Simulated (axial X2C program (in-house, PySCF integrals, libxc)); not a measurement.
InGe: cheaper levels and CCSD(T), two-component

Computed with an in-house relativistic program for diatomic molecules. Two-component (2c) means X2C with spin–orbit coupling and atomic mean-field two-electron Coulomb and Gaunt terms. Basis: In dyall-cv3z [11s12p9d4f1g], Ge dyall-cv3z [9s9p7d4f1g] (cores contracted in-house); Gaussian nuclei, density fitting, unrestricted open shells. Masses: In 114.904 u, Ge 73.921 u.

State: Ω = 3/2 (⟨Sz⟩ = 1.49, ⟨Lz⟩ = 0.01 at HF); fragments In + Ge.

```tsv
level	Re (Å)	ωe (cm⁻¹)
PBE0	2.655	180.2
HF	2.741	165.3
MP2	2.687	181.2
CCSD	2.700	177.7
PW91	2.676	172.4
```

Correlated methods: 7 electrons correlated (number of frozen shells: In 4 s, 3 p, 2 d; Ge 3 s, 2 p, 1 d), 297 virtual spin orbitals or spinors in MP2, 90 natural virtuals in coupled cluster.

CCSD(T), same Hamiltonian and basis:

Re = 2.695 Å, ωe = 179.4 cm⁻¹; T1 = 0.030 (Lee–Taylor normalisation).

Give the differences from CCSD(T) in the columns below.



```tsv
level	ΔRe (Å)	Δωe (cm⁻¹)
PBE0	-0.040	0.8
HF	0.046	-14.1
MP2	-0.008	1.8
CCSD	0.005	-1.7
PW91	-0.019	-7.0
```

The state is a single determinant with fixed occupations, the lowest that a limited PBE0 search found. De is not given where an atomic determinant may have missed its ground term or J level, or where the truncated virtual space spoils (T). Density functionals use the spin component along the axis (collinear). CCSD and (T) use frozen natural virtuals with an MP2 correction for the truncation; (T) itself is uncorrected, so its De runs slightly low. PBE0 can misorder states that lie within some tenths of an eV, so this need not be the ground state of the molecule. The nearest other 2c determinant of the search, Ω = 1/2, lies 0.37 eV up at the distance of the search. Without a current term, density functionals place determinants with orbital angular momentum somewhat too high. With several unpaired electrons one determinant need not be a pure state. This is the top spin component of a Σ state; components of lower Ω are not single determinants and can lie lower. With the outer-core shells frozen, correlated bond lengths of heavy atoms tend to come out a few hundredths of an ångström too long.
